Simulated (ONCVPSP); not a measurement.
**Before and after: ONCV potential for rhenium**

ONCVPSP 4.0.1 input, shortened (lines: element, Z, core and valence counts, functional; n l f; lmax; l rc ep ncon nbas qcut; lloc lpopt rc5 dvloc0; l nproj debl; icmod fcfact rcfact), LDA (Perdew-Wang 92), scalar-relativistic:

```
  Re 75.00   10    4  -001012      upf
    1    0    2.00
    2    0    2.00
    2    1    6.00
    3    0    2.00
    3    1    6.00
    3    2   10.00
    4    0    2.00
    4    1    6.00
    4    2   10.00
    4    3   14.00
    5    0    2.00
    5    1    6.00
    5    2    5.00
    6    0    2.00
    2
    0    1.80    0.00    4    9    7.10
    1    1.60    0.00    3    6    8.00
    2    2.05    0.00    4    9    7.30
    4    5    1.15    2.00
    0    2    2.50
    1    1    0.90
    2    3    2.80
    3    3.50    1.50
```

All-electron outer shells of the reference configuration (LDA (PZ), scalar-relativistic, ld1.x):

```csv
shell,level (eV),outermost node (bohr),outermost maximum (bohr)
5s,-85.51,0.52,0.93
5p,-47.21,0.56,1.06
4f,-42.60,–,0.41
6s,-6.16,1.24,2.54
5d,-5.57,0.62,1.43
```

Change: all radii but the core radius scaled by about 0.90 (s 1.62, p 1.44, d 1.84 bohr); local potential polynomial inside 1.04 bohr (lpopt 5, dvloc0 2 Ha).

Cutoffs: the cutoffs (Ha) at which the residual kinetic energy of the hardest occupied pseudo-wave falls to 1 and 0.1 mHa per electron; they do not see the model core or the augmentation charge, which bear on the density cutoff. Errors are all-electron minus pseudo energies relative to the spin-unpolarised reference configuration.

Q: How do hardness, ghosts and transferability respond?

A: The potential gets harder (22 Ha and 26 Ha → 25 Ha and 29 Ha); the errors of the 4 common tests hardly move; neither file shows a bound ghost. A smaller radius makes the pseudo-wave follow the all-electron one further in, where it bends more sharply, so more plane waves are needed.

| quantity | base | changed |
| --- | --- | --- |
| cutoff, loose | 22 Ha | 25 Ha |
| cutoff, tight | 26 Ha | 29 Ha |
| loose cutoff by channel | s 17 Ha, p 22 Ha, d 16 Ha | s 20 Ha, p 25 Ha, d 16 Ha |
| bound ghosts | none | none |
| GHOST(+) flags under 300 eV | s at 125.1 eV | s at 79.8 eV |
| error for 5s2 5p6 5d5 6s1, meV [ΔE 9.51 eV] | -4.4 | -4.0 |
| error for 5s2 5p6 5d5 6s0, meV [ΔE 26.18 eV] | -15 | -13 |
| error for 5s2 5p6 5d4 6s0, meV [ΔE 53.63 eV] | -19 | -18 |
| error for 5s2 5p6 5d4 6s2, meV [ΔE 10.19 eV] | -4.2 | -4.1 |
| rms error of d²Exc/dni dnj with the model core, mHa | 0.72 | 0.62 |
